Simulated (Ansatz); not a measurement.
A made-up structure of BGeH₄Cl, closed shell:

```xyz
7
angstrom
B -1.0676 -0.0257 -0.7171
Ge 0.6100 -0.1233 0.4629
Cl 1.6681 1.7693 0.4744
H -1.7611 -0.9940 -0.8093
H -1.3589 0.9671 -1.3076
H 0.2842 -0.4275 1.9362
H 2.2663 2.9442 0.6495
```

It is relaxed with PBE-D4/def2-SVP and then PBE0-D4/def2-TZVP (Ansatz 0.2.0). Atoms count as bonded within 1.22 times the sum of their covalent radii (H–H: 0.88 Å). The end point is not checked to be a true minimum.

Question: Does its bonding change? (Judge from chemistry; the calculation decides.)

Answer: By the calculation: Yes. Formed: B1–H6, B1–H7, Ge2–H7; broken: Cl3–H7.

Where it ends: The first stage lowers the energy by 4.11 eV in 34 steps. It ends as BGeH₄Cl ([Cl][Ge]12[H][BH2]1[H]2):
```
7
angstrom
B -0.6964 0.5075 -0.1348
Ge 1.3886 -0.1686 0.2851
Cl 2.3449 1.6861 0.9593
H -1.2205 -0.5055 -0.5036
H -1.2987 1.5389 -0.0702
H -0.2003 0.3129 1.0337
H 0.3234 0.7387 -0.8805
```

Labels in which every atom is bracketed show which atoms are joined, not bond orders.

For scale, one of the runs: PBE0-D4/def2-TZVP relaxation, 140 basis functions, launched by `ansatz run in.yaml --threads 2 --pin off --events-out ev --progress --plain --max-ram 4352MiB`. The run took about 32 s on 2 CPU threads of an Arm Neoverse V1 (shared host).
